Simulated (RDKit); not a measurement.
Job for RDKit: MMFF94 on C2H4F2O (a complex), monomers drawn apart or pushed together.

```python
from rdkit import Chem
from rdkit.Chem import AllChem, rdDetermineBonds

blocks = [
'''4

C    -0.33213211   -0.10086546   -0.01567939
O     0.64597051   -0.71396437    0.31739458
H    -0.54541780    0.11585582   -1.07976486
H    -1.06458301    0.27577816    0.71961310
''',
'''5

F    -0.45102940    0.85302116    5.18486983
C    -0.37505159   -0.49759988    5.37766116
F    -1.58361729   -1.03868888    5.04084655
H    -0.19471912   -0.68610362    6.43682200
H     0.38285385   -0.90039302    4.70854750
''',
]
mol = None
for b in blocks:
    f = Chem.MolFromXYZBlock(b)
    rdDetermineBonds.DetermineBonds(f, charge=0)
    mol = f if mol is None else Chem.CombineMols(mol, f)
Chem.SanitizeMol(mol)
print(Chem.MolToSmiles(Chem.RemoveHs(mol)))
ff = AllChem.MMFFGetMoleculeForceField(mol, AllChem.MMFFGetMoleculeProperties(mol), nonBondedThresh=100.0, ignoreInterfragInteractions=False)
e = ff.CalcEnergy()
print(f'MMFF94 energy {e:.6f} kcal/mol')
```

It printed:

```
C=O.FCF
MMFF94 energy 0.238878 kcal/mol
```

The run finished.

Cost: roughly 0.04 core-seconds.
